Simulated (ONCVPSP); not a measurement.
## Building the ONCV potential for aluminium (PW91, scalar-relativistic).

* Element: aluminium (Al)
* Generator: ONCVPSP 4.0.1
* Type: optimised norm-conserving Vanderbilt (ONCV)
* Functional: PW91
* Relativity: scalar-relativistic
* Frozen core: [Ne]
* Valence charge: 3
* Reference configuration: 3s2 3p0.5 (charge +0.5)
* Partial waves: 3s: rc 2.10 bohr, ncon 4, nbas 9, qcut 3.5 1/bohr, 3 projectors, debl 2.3 Ha; 3p: rc 1.95 bohr, ncon 5, nbas 8, qcut 5.1 1/bohr, 2 projectors, debl 1.4 Ha
* Local potential: polynomial inside 1.50 bohr (lpopt 5, dvloc0 0 Ha)
* Core correction: Teter function fitted to the true core (icmod 2), fcfact 0.4

- Cutoffs needed: 5.1 Ha and 19 Ha (the cutoffs (Ha) at which the residual kinetic energy of the hardest occupied pseudo-wave falls to 1 and 0.1 mHa per electron) The cutoffs count occupied waves only; projector 2 of the p channel, the hardest unoccupied one, needs 59 Ha at the loose tolerance.
- Ghost test: no bound ghost flagged; GHOST(+) flagged for s at 175.8 eV
- Largest excitation error: +17 meV (all-electron minus pseudo) for 3s1 3p0, out of 4 test configurations
- rms error of d²Exc/dni dnj: 2.11 mHa without and 0.82 mHa with the model core
